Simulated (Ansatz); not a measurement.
Basis-set extrapolation for `CO[SiH2]S[SiH2]Cl` (PBE0-D4/def2-TZVP geometry, frozen core, Ansatz 0.2.0). Multiplicity 1, RHF reference.

```tsv
	def2-TZVPP	def2-QZVPP
HF	-1551.946501	-1551.994385
MP2 correlation	-1.019906	-1.105652
CCSD(T) correlation	-1.135792	not run
```

Energies in hartree. Use E(X) = E(∞) + A·exp(−7.88·√X) for Hartree–Fock and E(X) = E(∞) + B·X^(−2.97) for correlation, with X = 3 and 4, and add CCSD(T) minus MP2 of the smaller set to the MP2 limit.

**Question.** What is the CCSD(T) energy at the basis-set limit?

**Answer.** HF limit: -1551.994385 + (-0.047884) × 0.13774 = -1552.00098. MP2 limit: -1.105652 + (-0.085746) × 0.74074 = -1.16917. Higher-order term: -1.135792 − (-1.019906) = -0.11589. Total: -1553.28604 hartree, 534.9 kJ/mol below CCSD(T)/def2-TZVPP.
